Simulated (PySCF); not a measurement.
B3LYP has the VWN-RPA correlation part, as in Gaussian. 

## C2H6N2, SMILES `C(=N/[H])/NC` (C–N–C–N torsion 6°) (charge 0, multiplicity 1)

Level of theory: B3LYP-D3(BJ)/def2-TZVP (PySCF).

| Quantity | Value |
|---|---|
| HOMO | -6.53 eV |
| dipole moment | 3.91 D |
| HOMO–LUMO gap | 7.09 eV |
| LUMO | 0.56 eV |
| total energy | -189.4022 Ha |
| cost | around 30 core-seconds (rough) |

```xyz
10

C     -0.7713     0.0877    -0.8933
N     -0.4508     0.3071     0.4989
C      0.7572    -0.0397     1.0379
N      1.7989    -0.4784     0.4510
H     -0.7066    -0.9704    -1.1705
H     -1.7849     0.4343    -1.0840
H     -0.0943     0.6512    -1.5404
H     -1.2062     0.4848     1.1365
H      0.7957     0.1143     2.1169
H      1.6624    -0.5910    -0.5529
```
